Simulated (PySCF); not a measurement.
These are B3LYP-D3(BJ)/def2-TZVP // r2SCAN-D4/def2-SVP in PySCF 2.14.0 values and carry that method's errors. Isolated molecules, 0 K electronic values unless said otherwise. One relaxed conformer stands for a flexible species; it need not be the lowest. B3LYP has the VWN-RPA correlation part, as in Gaussian. 

Reference species: [Ta(Cl)3(NH2)2] (neutral, multiplicity 1).

| Item | Value |
|---|---|
| charge on the central atom (Mulliken) | 1.27 e |
| coordination number | 5 |
| mean distance from the central atom to its bonded neighbours | 2.201 Å |

Changed species: [Ta(Cl)5] (0 of 5 Cl replaced by NH2; the reference has 2 of 5 Cl replaced by NH2).

Question: Predict the effect on the charge on the central atom (Mulliken), coordination number and mean distance from the central atom to its bonded neighbours.

Answer: the charge on the central atom (Mulliken) falls by 0.11 e, to 1.16 e; the coordination number is nearly the same; the mean distance from the central atom to its bonded neighbours increases by 0.111 Å, to 2.312 Å.
